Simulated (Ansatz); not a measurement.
ammonia borane (SMILES [BH3-][NH3+]) moved off its minimum; all values from Ansatz (an electronic-structure program), cores frozen in correlated methods.
(charge 0, multiplicity 1)
```xyz
8

B     -0.86536     0.07118     0.15526
N      0.75280    -0.20992     0.14286
H     -1.35077    -0.74967    -0.86968
H     -0.98611     1.29218    -0.34254
H     -1.27573    -0.07098     1.17017
H      0.92676    -1.13783     0.15509
H      1.21684     0.61007     0.72719
H      1.20309     0.11909    -0.82414
```

Forces at B3LYP/def2-TZVPP (eV/Å):

```
atom      Fx      Fy      Fz
----  ------  ------  ------
B1    -0.074   0.907  -5.667
N2     1.005   7.933  -2.820
H3     0.806   1.154   2.011
H4     0.197  -1.517   0.934
H5    -0.878  -0.509   2.433
H6     1.477  -3.518   1.380
H7    -0.813  -3.342  -0.445
H8    -1.721  -1.108   2.174
```

Problem. Give the forces (eV/Å), the total energy and the dipole at CCSD(T)/cc-pVTZ.

Solution. 
```json
[
 {"atom": "B1", "Fx": "-0.070", "Fy": "0.931", "Fz": "-5.808"},
 {"atom": "N2", "Fx": "0.986", "Fy": "7.958", "Fz": "-2.814"},
 {"atom": "H3", "Fx": "0.821", "Fy": "1.139", "Fz": "2.007"},
 {"atom": "H4", "Fx": "0.220", "Fy": "-1.481", "Fz": "0.925"},
 {"atom": "H5", "Fx": "-0.908", "Fy": "-0.534", "Fz": "2.571"},
 {"atom": "H6", "Fx": "1.519", "Fy": "-3.566", "Fz": "1.397"},
 {"atom": "H7", "Fx": "-0.817", "Fy": "-3.358", "Fz": "-0.458"},
 {"atom": "H8", "Fx": "-1.751", "Fy": "-1.090", "Fz": "2.180"}
]
```
Energy -83.0117 hartree, dipole 5.56 D.
